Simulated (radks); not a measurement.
The mean radii <r> (bohr) of the occupied orbitals of an atom or ion are listed with their occupations. Calculated with a radial shooting solver on a logarithmic mesh with Libxc functionals: scalar-relativistic Kohn-Sham, PBEsol, spin-polarised, spherical densities, finite nucleus; Fermi nuclear charge, rms radius of each element as measured or else 0.836 A^(1/3) + 0.57 fm.

| orbital | occ. | <r> |
|---|---|---|
| 1s up | 1 | 0.02508 |
| 1s down | 1 | 0.02508 |
| 2s up | 1 | 0.1075 |
| 2s down | 1 | 0.1075 |
| 2p up | 3 | 0.09426 |
| 2p down | 3 | 0.09426 |
| 3s up | 1 | 0.2853 |
| 3s down | 1 | 0.2853 |
| 3p up | 3 | 0.2832 |
| 3p down | 3 | 0.2832 |
| 3d up | 5 | 0.2599 |
| 3d down | 5 | 0.2599 |
| 4s up | 1 | 0.6522 |
| 4s down | 1 | 0.6521 |
| 4p up | 3 | 0.6897 |
| 4p down | 3 | 0.6894 |
| 4d up | 5 | 0.7572 |
| 4d down | 5 | 0.7558 |
| 5s up | 1 | 1.417 |
| 5s down | 1 | 1.415 |
| 5p up | 1 | 1.548 |

Name the element and its charge. Open shells, if any, are filled with parallel spins first.

Answer. Z = 57, lanthanum, charge +8: La8+ in [Kr] 4d10 5s2 5p1. The 1s radius gives Z: for a bare nucleus <r> = (2 gamma + 1)/(2Z) with gamma = sqrt(1 - (Z/c)^2), 0.02473 bohr for Z = 57, and screening makes it slightly larger (0.02508 here). The occupations add up to 49, and the charge is Z minus that.
